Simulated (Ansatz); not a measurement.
One change: `C=N[CH2][GeH3]` becomes `C=NCN[SiH3]`.

Ansatz, PBE0-D4/def2-TZVP geometries, multiplicity 1. Each molecule was computed in one conformer, which needn't be the lowest.

Scalar relativity is left out up to krypton.

```
                                        property  `C=N[CH2][GeH3]`
             HOMO energy (B3LYP/def2-TZVPP) / eV             -7.24
           HOMO energy (ωB97M-V/def2-TZVPP) / eV             -9.83
           LUMO energy (ωB97M-V/def2-TZVPP) / eV              1.67
  size of the dipole moment (PBE/def2-TZVPP) / D              1.33
              LUMO energy (PBE0/def2-TZVPP) / eV             -0.49
size of the dipole moment (B3LYP/def2-TZVPP) / D              1.43
```

What does the change do to each property? (Estimate.)

Computed: 
```json
{"property": "HOMO energy (B3LYP/def2-TZVPP) / eV", "`C=NCN[SiH3]`": "-6.91", "shift": "0.33"}
{"property": "HOMO energy (ωB97M-V/def2-TZVPP) / eV", "`C=NCN[SiH3]`": "-9.45", "shift": "0.38"}
{"property": "LUMO energy (ωB97M-V/def2-TZVPP) / eV", "`C=NCN[SiH3]`": "1.67", "shift": "0.00"}
{"property": "size of the dipole moment (PBE/def2-TZVPP) / D", "`C=NCN[SiH3]`": "0.94", "shift": "-0.39"}
{"property": "LUMO energy (PBE0/def2-TZVPP) / eV", "`C=NCN[SiH3]`": "-0.50", "shift": "-0.01"}
{"property": "size of the dipole moment (B3LYP/def2-TZVPP) / D", "`C=NCN[SiH3]`": "1.04", "shift": "-0.39"}
```

Dipoles are sizes alone; their direction can turn.

B3LYP here is the variant with VWN-RPA as its local correlation; programs differ in this.
